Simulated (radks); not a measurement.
All-electron atom: Nd XVIII in [Kr] 4d7.

Method: scalar-relativistic Kohn-Sham, SCAN, spin-polarised, spherical densities, finite nucleus; open shells are filled with parallel spins first (spin-orbit coupling, left out, can overturn this in heavy ions); meta-GGA in the generalised Kohn-Sham scheme; Fermi nuclear charge, rms radius 4.9123 fm; computed with a radial shooting solver on a logarithmic mesh with Libxc functionals.

Energy parts (eV):
part                      energy
total                 -259101.01
kinetic                275943.81
electron-nucleus      -611864.56
Hartree                 82506.89
exchange-correlation    -5687.14

Orbitals (lengths in bohr, moments of r in powers of bohr):
| orbital | occ. | eigenvalue (eV) | <1/r> |
|---|---|---|---|
| 1s up | 1 | -43869.46 | 66.04 |
| 1s down | 1 | -43869.36 | 66.04 |
| 2s up | 1 | -7454.255 | 15.28 |
| 2s down | 1 | -7452.664 | 15.28 |
| 2p up | 3 | -6702.478 | 14.39 |
| 2p down | 3 | -6701.022 | 14.39 |
| 3s up | 1 | -1935.045 | 5.594 |
| 3s down | 1 | -1934.183 | 5.593 |
| 3p up | 3 | -1696.126 | 5.279 |
| 3p down | 3 | -1695.065 | 5.279 |
| 3d up | 5 | -1366.636 | 5.003 |
| 3d down | 5 | -1364.900 | 5.003 |
| 4s up | 1 | -679.8916 | 2.424 |
| 4s down | 1 | -673.2791 | 2.422 |
| 4p up | 3 | -597.3606 | 2.269 |
| 4p down | 3 | -590.8480 | 2.266 |
| 4d up | 5 | -479.3325 | 2.066 |
| 4d down | 2 | -472.9631 | 2.063 |

The highest occupied level is 4d down at -472.96 eV. For comparison, the ionisation energy in NIST's Atomic Spectra Database is 489 eV (theoretical). In exact Kohn-Sham theory the highest level is minus the ionisation energy, but local and semilocal functionals leave it too shallow, through self-interaction and a potential that decays too fast; potentials with the right tail come closer. Summed over all electrons, <r^2> = 7.951 bohr^2, which gives a Langevin (diamagnetic) susceptibility term of -6.3 x 10^-6 cm^3/mol. The electron density at the nucleus is 4.721e+05 e/bohr^3 (large components only).
